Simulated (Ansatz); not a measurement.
`N[SiH]([SiH3])BF` + `Cl[SiH2]I` → `[SiH3][SiH2]I` + `N[SiH](Cl)BF`  (redistribution)

Calculated with Ansatz (gas phase, PBE0-D4/def2-TZVP geometries, no zero-point term in ΔE). CCSD(T)/CBS adds triple-zeta CCSD(T) − MP2 to the extrapolated MP2 energy (def2 sets, frozen cores). Functionals use def2-TZVPP. Elements past krypton have def2 core potentials. For I outer-core shells are correlated without core-valence functions, which leaves a few kJ/mol of doubt a bond. One conformer a species, not always the lowest.

`N[SiH]([SiH3])BF`:

```xyz
12

N    -1.161    1.331   -0.839
Si   -0.106    0.602    0.316
Si    1.649   -0.665   -0.620
B    -1.153   -0.650    1.512
F    -2.384   -1.010    1.175
H    -0.806    1.869   -1.612
H    -2.015    0.857   -1.085
H     0.557    1.646    1.154
H     2.417    0.161   -1.596
H     1.120   -1.852   -1.350
H     2.592   -1.143    0.429
H    -0.710   -1.147    2.514
```

`Cl[SiH2]I`:

```xyz
5

Cl    1.025   -1.022   -1.385
Si   -0.176   -0.032   -0.060
I     1.149    1.085    1.639
H    -1.051   -1.019    0.604
H    -0.946    0.989   -0.799
```

`[SiH3][SiH2]I`:

Z-matrix (Å, degrees):
```
Si
Si 1 2.335
H 1 1.485 2 109.1
H 1 1.488 2 110.3 3 120.1
H 1 1.485 2 109.0 3 -119.7
I 2 2.450 1 107.7 3 59.9
H 2 1.485 1 112.4 3 -58.4
H 2 1.485 1 112.4 3 178.3
```

`N[SiH](Cl)BF`:

```xyz
9

N    -1.439   -0.589    0.095
Si   -0.001   -0.046   -0.637
Cl    1.305   -1.551   -1.269
B     1.139    0.969    0.699
F     0.952    0.753    1.992
H    -1.426   -0.949    1.036
H    -2.183   -0.999   -0.446
H    -0.367    0.682   -1.875
H     2.021    1.730    0.405
```

```csv
level,ΔE (kJ/mol)
B2PLYP,-27.4
CCSD(T)/def2-TZVPP,-27.9
HF/CBS(def2),-32.6
MP2/CBS(def2),-27.6
```

Problem. What does CCSD(T)/CBS give? (An estimate is asked.)

Solution. Ansatz gave: -27.5 kJ/mol. The listed levels differ from it by 0.1, -0.4, -5.1, -0.1 kJ/mol.

Largest T1 diagnostic among the species: 0.014.

In def2-TZVPP, CCSD(T) changes the Hartree–Fock value by +5.4 kJ/mol (the triples alone add +0.7 kJ/mol) and MP2 by +5.3 kJ/mol.
